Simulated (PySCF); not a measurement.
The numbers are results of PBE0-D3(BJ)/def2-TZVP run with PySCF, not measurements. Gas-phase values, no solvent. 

Reference species (SMILES): `C=[SiH2]` (neutral, multiplicity 1).

```yaml
dipole_moment: 0.75 D
```

Changed species: `C=[SiH]C#N` (whole molecule; the reference has whole molecule).

Task: Give the shifts of the dipole moment.

Result: the dipole moment goes up by 2.37 D, to 3.12 D.
